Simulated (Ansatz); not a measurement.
Ansatz (a quantum-chemistry and plane-wave program) job for C2H4FNOSi, SMILES O=C/N=C/[SiH2]F, CAM-B3LYP/def2-SVPD. Coordinates come from a B3LYP-D3(BJ)/def2-SVP optimisation. The structure was generated by enumeration; whether it is a known compound was not checked. Other conformers were not sampled.

Ansatz 0.2 input:
```yaml
crystal:
  periodic: [false, false, false]
  atoms:
    - {symbol: O, position_ang: [2.88328429, -0.80719348, 0.60890455]}
    - {symbol: C, position_ang: [2.45327875, 0.06372507, -0.10247611]}
    - {symbol: N, position_ang: [1.13618348, 0.54501013, -0.06372788]}
    - {symbol: C, position_ang: [0.13307771, -0.23093130, -0.20740792]}
    - {symbol: Si, position_ang: [-1.58612343, 0.53913352, -0.01831173]}
    - {symbol: F, position_ang: [-2.68557181, -0.65648742, -0.13837958]}
    - {symbol: H, position_ang: [3.08446087, 0.63211003, -0.82625583]}
    - {symbol: H, position_ang: [0.27575234, -1.30812957, -0.43795331]}
    - {symbol: H, position_ang: [-1.81903380, 1.50930141, -1.11742383]}
    - {symbol: H, position_ang: [-1.70300262, 1.17295004, 1.31757659]}
basis:
  gaussian:
    orbitals: def2-SVPD
hamiltonian:
  xc: {name: CAM-B3LYP}
```

Log of the run:

```
WARN ansatz: RAYON_NUM_THREADS=1 ignored (pool sized by the plan → 1); use --threads N
Functional definition: CAM-B3LYP
integrals: 0.11 GiB planned
1376 factors; their error is unknown
integrals: 0.14 GiB planned
554 factors; integrals over basis functions are off by at most 2.1e-5 eV
mean field: 1.03 GiB planned
mean field evaluation 1: about -16253.8772 eV, gradient 5.7e1 eV
mean field evaluation 2: about -16247.9171 eV, gradient 8.4e1 eV
mean field evaluation 4: about -16259.8350 eV, gradient 4.6e0 eV
mean field evaluation 8: about -16259.8745 eV, gradient 1.3e-1 eV
mean field evaluation 16: about -16259.9050 eV, gradient 3.6e-4 eV
mean field -16259.90499724 eV, -597.5404872890 hartree, gradient 7.1e-6 eV, S^2 0.000000; 0 other end points of the search recorded, 0 dependent functions left out
reference -16259.90515231 eV, -597.5404929879 hartree; 27, 27 occupied and 135, 135 virtual orbitals, 1376 factors
Total energy: -16259.90515231 eV, -597.5404929879 hartree
```

Self-consistency was reached.

Cost: about 3 core-seconds (a rough figure).
